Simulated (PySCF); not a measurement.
# AlSb⁻: one state, many levels of theory

State: ²Σ⁺ (doublet), unpaired electrons σ ↑. Set-up: basis Al def2-TZVPPD, Sb def2-TZVPPD with ECP28; scalar-relativistic core potentials; PySCF 2.14. De refers to Al + Sb⁻ in their high-spin ground configurations, without counterpoise correction. The functionals are run spin-unrestricted. A positive dipole points towards Sb; it is taken about the centre of mass and depends on that origin. Levels whose curve was spin-contaminated or gave no clean fit are not listed.

| Level | Re (Å) | ωe (cm⁻¹) | De (eV) | μ (D) | CPU s a point (SCF and correlation, without the integrals) |
| --- | --- | --- | --- | --- | --- |
| ROHF-CCSD | 2.424 | 374 | n/a | n/a | n/a |
| ROHF-CCSD(T) | 2.431 | 371 | n/a | n/a | 170 |
| PBE | 2.437 | 359 | n/a | 1.87 | 2.3 |
| PW91 | 2.434 | 359 | n/a | 1.84 | 1.5 |
| BP86 | 2.439 | 355 | 3.11 | 1.80 | 2.2 |
| r²SCAN | 2.414 | 374 | n/a | 1.71 | 3.4 |
| r²SCANh | 2.410 | 377 | n/a | 1.60 | 4.8 |
| PBE0 | 2.416 | 374 | n/a | 1.57 | 4.5 |
| MN15 | 2.418 | 361 | n/a | 1.22 | 10 |
| M06-2X | 2.436 | 363 | n/a | 1.28 | 5.1 |
| ωB97M-V | 2.415 | 370 | n/a | 1.06 | 12 |

Q: What does a quarter of exact exchange do here, going from PBE to PBE0?

A: PBE0 less PBE: -2.1 pm in Re, +4.2 % in ωe. Exact exchange removes part of the self-interaction that spreads semilocal densities, and in most molecules shortens and stiffens the bond and lowers De; so it does here.

Q: What does the triples do here, going from ROHF-CCSD to ROHF-CCSD(T)?

A: ROHF-CCSD(T) less ROHF-CCSD: +0.7 pm in Re, -0.8 % in ωe. Correlation nearly always deepens the well. The bond lengthens, as in strong covalent bonds, where excitations into antibonding orbitals dominate.

Correlated steps freeze 9 core orbitals. Spin–orbit coupling is left out, which matters for elements this heavy, above all for dissociation energies. For an ion De counts to the pair picked by the measured ionisation energies or electron affinities, which need not be the lowest pair at this level. The highest Kohn–Sham level is positive in this anion. Much of that is self-interaction error, but it also means that the finite basis helps to hold the extra electron. The state is the lowest determinant that a PBE0 search found; another state may lie lower at other levels.

The whole job (state search and all levels along the bond) took about 18 min on 2 threads of Arm Neoverse V2 (shared host), peak memory 4.9 GiB.
